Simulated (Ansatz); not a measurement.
Ga2S3⁻. Charge -1, multiplicity 2. Geometry B3LYP-D4/def2-SVP, that of the neutral singlet.

```xyz
5

Ga   -0.5687    0.2341    1.5529
Ga    0.7249   -0.6147   -1.3736
S     0.8859    0.0789   -3.2691
S     0.5854   -1.4263    0.6724
S    -1.6276    1.7280    2.4174
```

At PBE-D4/def2-TZVPD, r2SCAN-D4/def2-TZVPD the highest occupied level of the charge -1 doublet lies above zero (up to 0.30 eV). By energy differences its removal costs 1.70 eV (vertical, to the charge 0 singlet, at PBE-D4/def2-TZVPD); a positive level beside a positive removal energy at the same level points to self-interaction error. The structure comes from a short search, and lower isomers may exist.

Problem. Estimate the α-spin orbital energies around the gap (eV) in Ansatz with PBE-D4/def2-TZVPD, r2SCAN-D4/def2-TZVPD, PBE0-D4/def2-TZVPD.

Solution. 
```tsv
orbital	PBE-D4/def2-TZVPD	r2SCAN-D4/def2-TZVPD	PBE0-D4/def2-TZVPD
HOMO−5	-3.84	-4.16	-5.11
HOMO−4	-2.53	-2.76	-3.58
HOMO−3	-2.46	-2.68	-3.53
HOMO−2	-2.39	-2.60	-3.43
HOMO−1	-2.30	-2.52	-3.36
HOMO	0.30	0.23	-0.24
LUMO	0.88	0.92	1.46
LUMO+1	1.26	1.45	1.94
LUMO+2	1.69	1.76	2.36
LUMO+3	1.84	1.96	2.46
LUMO+4	2.24	2.41	2.73
LUMO+5	2.59	3.08	2.94
β HOMO	-2.26	-2.48	-3.33
β LUMO	0.68	0.95	1.38
```
